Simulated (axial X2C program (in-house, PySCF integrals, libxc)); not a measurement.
**Nuclear properties of TaC⁺**

Computed with an axial X2C code built on PySCF integrals: two-component X2C with atomic mean-field Coulomb and Gaunt terms, Gaussian nuclei, basis Ta dyall-cv3z, C dyall-v3z with contracted cores.

R = 1.738 Å (near the PBE0 minimum at charge 1 of the determinant lowest at the starting distance; the state shown can have its own minimum elsewhere).

Determinant lowest in the PBE0 search, Ω = 1 (⟨Sz⟩ = 1.01, ⟨Lz⟩ = -0.01 at PBE0), spin on the atoms Ta 0.63, C 0.38:

```tsv
level	Eeff magnitude (GV/cm)	Ws magnitude Ta (kHz)	A∥/gI Ta (MHz)	qzz Ta (a.u.)	A∥/gI C (MHz)	qzz C (a.u.)
PBE0	18.3	16.4	8710	-9.24	192	0.10
HF	13.9	10.4	6680	-3.77	239	-0.13
TPSSh	17.6	15.7	8710	-9.39	199	0.11
LDA	19.8	18.2	8880	-9.84	203	0.16
PBE50	16.4	14.3	8720	-8.89	186	0.03
```

Determinant 0.23 eV from it at PBE0 and this distance, Ω = 1 (⟨Sz⟩ = -1.00, ⟨Lz⟩ = 2.00 at PBE0), spin on the atoms Ta -0.67, C -0.33:

```csv
level,Eeff magnitude (GV/cm),Ws magnitude Ta (kHz),A∥/gI Ta (MHz),qzz Ta (a.u.),A∥/gI C (MHz),qzz C (a.u.)
PBE0,4.87,3.53,1370,-3.66,-148,0.21
HF,4.89,6.26,1890,-1.93,-134,0.09
TPSSh,3.09,1.9,1380,-3.92,-153,0.22
LDA,4.8,3.63,1160,-4.63,-146,0.27
PBE50,4.72,3.18,1470,-2.95,-147,0.15
```

Eeff is the effective electric field on the electron electric dipole moment in this Ω state and Ws the scalar–pseudoscalar constant of the nucleus named (defined with the proton number Z and per Ω); A∥ (defined per Ω) follows by multiplying with gI = μI/(I μN); qzz is the electric field gradient, eQq0 = 234.96 MHz × Q/barn × qzz. The operators were transformed with the bare-nucleus X2C matrices; with these basis sets, hyperfine constants and field gradients can be off by tens of per cent, and where levels differ in sign neither size nor sign is settled.

Problem. With gI(181Ta) = 0.6773, gI(13C) = 1.4048 (g factors from the IAEA table of nuclear moments by Stone), turn the PBE0 values of the first state into constants in MHz.

Solution. A∥(181Ta) = 8710 × 0.6773 = 5900 MHz; A∥(13C) = 192 × 1.4048 = 270 MHz.

Each state is one determinant with collinear spin, which with several unpaired electrons need not be a pure state. Unrestricted Hartree–Fock can overshoot spin polarisation at the nuclei. In the state Ω = 1 the sign of Eeff differs between levels (HF against PBE0). With several open shells hyperfine constants can be off by a factor of several. Open-shell Ω = 0 determinants with evenly filled partner blocks cannot be reached by this program, so the Ω shown need not be the lowest component. At HF a later determinant lies lower. States lie within half an eV, so the first need not be the ground state. The sign of Ws at Ta differs between levels in the second state. Further determinants of the search, some of them spin-mixed, are not shown. Where a field gradient or hyperfine factor spreads by more than a factor of two over the levels, a constant derived from it is not to be relied on. PBE0 term energies can be off by some tenths of an eV.
